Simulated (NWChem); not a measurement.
System: CH₃Cl₂FSi; SMILES FC[SiH](Cl)Cl

```xyz
8

F     -2.1574    -0.0058    -0.7536
C     -1.7258    -0.0046     0.5693
Si     0.1708     0.0005     0.6382
Cl     0.8904     1.6944    -0.2967
Cl     0.8994    -1.6896    -0.2967
H     -2.1247    -0.8941     1.0764
H     -2.1294     0.8828     1.0764
H      0.6520     0.0018     2.0381
```
Atoms are numbered in this order, from 1.

All runs: NWChem. Pople sets run with spherical d functions. Coordinates come from a B3LYP/6-31G* (spherical d) optimisation. Atomic charges in e: unrestrained fits to the electrostatic potential beside Mulliken populations; buried atoms are poorly determined by the fit.

For level Hartree-Fock/6-31G*:

Mulliken F1: -0.43
Mulliken C2: -0.14
ESP Si3: 0.70
Mulliken Si3: 0.95

Task: Estimate the same quantities for level B3LYP/def2-SVP.

Result: 
- Mulliken F1: -0.27
- Mulliken C2: 0.09
- ESP Si3: 0.41
- Mulliken Si3: 0.62
